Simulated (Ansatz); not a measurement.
Total energies of the cluster In3As3⁺ from Ansatz at PBE0-D4/def2-TZVP, gas phase (1 Eh = 27.2114 eV = 2625.5 kJ/mol). The reference geometry is relaxed at PBE-D4/def2-SVP.

```xyz
6

In   -2.161    1.188    1.136
In   -1.695    0.251   -1.940
In    2.782   -1.294   -0.465
As    0.817    0.978   -0.524
As   -0.177   -1.365    0.044
As    0.433    0.241    1.749
```

```csv
state,geometry,energy (Eh)
charge 1 doublet,reference,-7277.22828
charge 0 singlet,reference,-7277.45325
charge 1 quartet,relaxed at PBE-D4/def2-SVP,-7277.17331
```

In the def2 sets In takes a core potential; there is no spin–orbit coupling.

Work out the vertical electron affinity, to the singlet.

E(charge 1 doublet) − E(charge 0 singlet) = -7277.22828 − (-7277.45325) = 0.22497 Eh = 6.12 eV.

Which of the charge 1 states is lowest, and how far above it are the others?

The doublet. quartet: -7277.17331 − (-7277.22828) = 0.05497 Eh = 144.3 kJ/mol. The quartet differs in its bonds from the reference.

The structure comes from a short search, and lower isomers may exist.
